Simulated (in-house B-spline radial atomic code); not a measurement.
Configurations of Yb3+, with energies counted from [Xe] 4f13. All numbers are computed (scalar-relativistic (X2C) LC-wPBE, spin-polarised, spherical fractional occupations, exact exchange averaged over the configuration; Fermi nucleus of rms radius 5.3108 fm) with a radial B-spline atomic code at the basis-set limit, not measured. Shells without spins written out take the highest spin.

Occupations are held fixed; configurations that lie above the ionisation limit could autoionise.

```csv
configuration,E - E(ref) (eV),highest orbital,its <r> (bohr)
[Xe] 4f12 5d1,12.37,5d up,1.94
[Xe] 4f12 6f1,36.235,6f up,7.507
[Kr] 4d10 4f13 5s2 5p5 5f1,50.052,5f up,4.32
[Kr] 4d10 4f13 5s2 5p5 6f1,55.026,6f up,7.545
[Kr] 4d9 4f14 5s2 5p6,175.81,4f down,0.7264
[Kr] 4d9 4f13 5s2 5p6 6p1,198.27,6p up,3.343
```

(1) Order these further configurations by energy, lowest first.
A. [Kr] 4d9 4f13 5s2 5p6 5f1
B. [Kr] 4d9 4f13 5s2 5p6 6s1
C. [Kr] 4d10 4f13 5s2 5p5 6p1
D. [Kr] 4d10 4f13 5s2 5p5 6d1
E. [Kr] 4d10 4f13 5s2 5p5 6s1

(2) How far above the reference does [Kr] 4d10 4f14 5s2 5p5 lie?

Answers

(1) E (33.854 eV), C (40.413 eV), D (48.125 eV), B (191.68 eV), A (208.03 eV).

(2) 22.832 eV; its least bound orbital is 4f down with <r> = 0.7553 bohr.
